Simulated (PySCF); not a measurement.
Ru(OH)3 (H3O3Ru), SMILES [OH][Ru]([OH])[OH] (connectivity only; charge and spin as stated), neutral, multiplicity 4. Atoms are numbered in the order given.

```xyz
7

Ru    -0.0417    -0.1650     0.0000
O      0.1084    -0.5476    -1.8388
H     -0.0457     0.0922    -2.5429
O      0.1084    -0.5476     1.8388
H     -0.0457     0.0922     2.5429
O     -0.0761     1.7151     0.0000
H      0.8031     2.1165     0.0000
```
Charge 0, spin multiplicity 4.

Geometry optimised at PBE0-D3(BJ)/def2-SVP. The multiplicity is an assumed one; other spin states were not compared. The def2 effective core potentials stand for the cores of Ru; spin–orbit coupling is left out. Other conformers were not sampled.

All values below come from M06-2X/def2-TZVPD run with PySCF.

Mulliken values depend strongly on the basis, most of all with diffuse functions as here. ESP charges are fitted to the potential on shells at 1.4 to 2.0 van der Waals radii. Atomic charges (e):

| atom | Mulliken | ESP fit | Mulliken spin |
|---|---|---|---|
| Ru1 | 1.68 | (withheld) | 2.71 |
| O2 | -0.93 | (withheld) | 0.09 |
| H3 | 0.34 | (withheld) | 0.02 |
| O4 | -0.93 | (withheld) | 0.09 |
| H5 | 0.34 | (withheld) | 0.02 |
| O6 | -0.84 | (withheld) | 0.07 |
| H7 | 0.36 | (withheld) | 0.00 |

Task: Fill in the missing entries. (The exact figures need the calculation; the answer reports its results.)

Result: 
- Ru1, ESP fit: 1.07
- O2, ESP fit: -0.73
- H3, ESP fit: 0.38
- O4, ESP fit: -0.73
- H5, ESP fit: 0.38
- O6, ESP fit: -0.72
- H7, ESP fit: 0.36
